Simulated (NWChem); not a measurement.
CH$_{2}$N, doublet; SMILES C=[N]

Computed with NWChem. Spin-unrestricted. In the optimisation the excess spin sits in b2 (C2v, its own frame). Structure relaxed at the PBE0/def2-SVP, spin-unrestricted level. No stability test was run on the SCF state. Solvent water, SMD (1 M gas to 1 M solution), gas-phase geometry. Reactions with the solvent are ignored.

Taking M06-2X/cc-pVQZ as the yardstick, which of these has the fewest basis functions while keeping “dipole in solution (D)” within 0.2 D of it: M06-2X/cc-pVDZ; M06-2X/aug-cc-pVDZ; M06-2X/cc-pVTZ; M06-2X/aug-cc-pVTZ?

M06-2X/aug-cc-pVDZ.
```
level               basis functions  dipole in solution (D)  relative time (rough)
------------------  ---------------  ----------------------  ---------------------
M06-2X/cc-pVDZ                   38                    3.02                      1
M06-2X/aug-cc-pVDZ               64                    3.42                      2
M06-2X/cc-pVTZ                   88                    3.33                      3
M06-2X/aug-cc-pVTZ              138                    3.45                     10
M06-2X/cc-pVQZ                  170                    3.39                     20
```

The yardstick is one finite set, not the basis-set limit.
